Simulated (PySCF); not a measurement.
**C₆ coefficients of unlike pairs at PBE0**

Calculated with PySCF 2.14 from the dipole response of each species, C₆(A,B) = (3/π) ∫ α_A(iu) α_B(iu) du, in atomic units, from isotropic polarisabilities. For ions this is the dispersion term alone; charge-induced terms of lower order in 1/R come first.

```
species           configuration                                                                            basis      relativity  α (bohr³)  C₆ (like pair)
    I²⁺  [Kr] 4d10 5s2 5p3 (4S)                                        aug-cc-pVQZ-PP with ECP28MDF (7s7p5d3f2g)  core potential      13.73           93.81
      P       [Ne] 3s2 3p3 (4S)  x2c-QZVPPall with one added diffuse shell each of s, p, d, f type (10s7p5d3f1g)   spin-free X2C      26.45           196.1
   Sc²⁺           [Ar] 3d1 (2D)                                                        aug-cc-pVDZ-DK (7s6p4d2f)   spin-free X2C      4.598           12.78
    S³⁺       [Ne] 3s2 3p1 (2P)  x2c-QZVPPall with one added diffuse shell each of s, p, d, f type (10s7p5d3f1g)   spin-free X2C      5.348           14.24
```

**Question.** Estimate C₆ for P with I²⁺.

**Answer.** The integral gives 130.6. The combination rule 2 C_A C_B / (C_A α_B/α_A + C_B α_A/α_B) gives 130.2 and the geometric mean 135.6.

No spin-orbit coupling is included.

The other pairs:

```
     pair     C₆
Sc²⁺, I²⁺  34.08
  Sc²⁺, P  45.53
   S³⁺, P  51.00
S³⁺, Sc²⁺  13.23
 S³⁺, I²⁺  36.53
```
